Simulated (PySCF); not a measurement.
# C₆ coefficients of unlike pairs at PBE0

Calculated with PySCF 2.14 from the dipole response of each species, C₆(A,B) = (3/π) ∫ α_A(iu) α_B(iu) du, in atomic units, from isotropic polarisabilities. For ions this is the dispersion term alone; charge-induced terms of lower order in 1/R come first.

```
species  configuration                                                                            basis      relativity  α (bohr³)  C₆ (like pair)
    Mg+  [Ne] 3s1 (2S)                                                       aug-cc-pCVTZ-DK (8s7p5d3f)   spin-free X2C      34.78           152.4
 La(3+)      [Xe] (1S)     x2c-TZVPPall with one added diffuse shell each of s, p, d type (12s8p8d3f1g)   spin-free X2C      7.579           48.11
 Si(3+)  [Ne] 3s1 (2S)  x2c-QZVPPall with one added diffuse shell each of s, p, d, f type (10s7p5d3f1g)   spin-free X2C      7.248           13.77
    Pd+  [Kr] 4d9 (2D)                                        aug-cc-pwCVDZ-PP with ECP28MDF (6s6p5d3f)  core potential      10.42           60.16
```

**Question.** Estimate C₆ for Pd+ with Mg+.

**Answer.** The integral gives 74.04. The combination rule 2 C_A C_B / (C_A α_B/α_A + C_B α_A/α_B) gives 74.37 and the geometric mean 95.75.

No spin-orbit coupling is included.

The other pairs:

```tsv
pair	C₆
Si(3+), La(3+)	22.46
La(3+), Mg+	59.91
Si(3+), Mg+	43.04
Pd+, La(3+)	53.43
Pd+, Si(3+)	26.46
```
